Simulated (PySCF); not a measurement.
These compounds are isomers of formula C₆H₉NP₂.

A. `c1(N(C)C)cpccp1`
B. SMILES C=CC/P=P/CCC#N
C. `CN(C)C1=CP=CP=C1`
D. `C1=CC=PC(N(C)C)=P1`

Spectrum 1. ¹H NMR (300 MHz, computed): δ 5.83 (m, 1H), 5.64 (m, 1H), 5.46 (m, 1H), 4.16 (m, 2H), 3.22 (m, 2H), 2.74 (m, 2H). ¹³C{¹H} NMR (computed): δ 142.7 (CH), 125.3 (CH2), 123.3 (C), 49.1 (CH2), 37.2 (CH2), 18.6 (CH2).

Spectrum 2. ¹H NMR (300 MHz, computed): δ 9.63 (m, 1H), 8.04 (m, 2H), 3.18 (s, 6H). ¹³C{¹H} NMR (computed): δ 172.1 (CH), 153.7 (C), 141.1 (CH), 40.8 (CH3).

Spectrum 3. ¹H NMR (300 MHz, computed): δ 9.04 (m, 2H), 7.95 (m, 1H), 3.45 (s, 6H). ¹³C{¹H} NMR (computed): δ 208.0 (C), 161.5 (CH), 129.5 (CH), 46.3 (CH3).

Spectrum 4. ¹H NMR (300 MHz, computed): δ 9.55 (m, 1H), 8.86 (m, 1H), 8.21 (m, 1H), 3.36 (s, 6H). ¹³C{¹H} NMR (computed): δ 179.7 (C), 166.8 (CH), 150.4 (CH), 138.6 (CH), 44.3 (CH3).

[PySCF: shieldings: GIAO PBE0/pcSseg-1; geometry: GFN2-xTB; no solvent; relativity neglected; one conformer; rapidly exchanging positions averaged]

References, each an isolated molecule treated in the same way: ¹H and ¹³C against TMS. Splittings of carbon signals by F and P are missing where no couplings were computed. Where no couplings were computed, multiplicities follow the n + 1 count of equivalent neighbours, and m marks all less simple cases (inequivalent or close neighbours, rings, F or P nearby). Shifts are as computed. Against solution values, carbons near 30 ppm lie about +3 ppm off and those near 130 ppm about +5 ppm. Of 1211 compounds with measured shifts, 218 miss one by over three times the rms of a fit or turn the order of signals round; such compounds aren't used in these exercises.

Problem. Match each spectrum to its structure.

Solution. 1–B, 2–C, 3–D, 4–A.

- Spectrum 1 (B): 6 ¹³C signals; δC 142.7 is an alkene CH; δC 125.3 is a terminal =CH2 carbon.
- Spectrum 2 (C): 4 ¹³C signals; δC 153.7 is an aromatic carbon bearing nitrogen; δC 40.8 is a methyl carbon bonded to N.
- Spectrum 3 (D): 4 ¹³C signals; δC 208.0 is an aromatic carbon bearing nitrogen; δC 129.5 is an aromatic CH.
- Spectrum 4 (A): 5 ¹³C signals; δC 179.7 is an aromatic carbon bearing nitrogen; δC 138.6 is an aromatic CH.
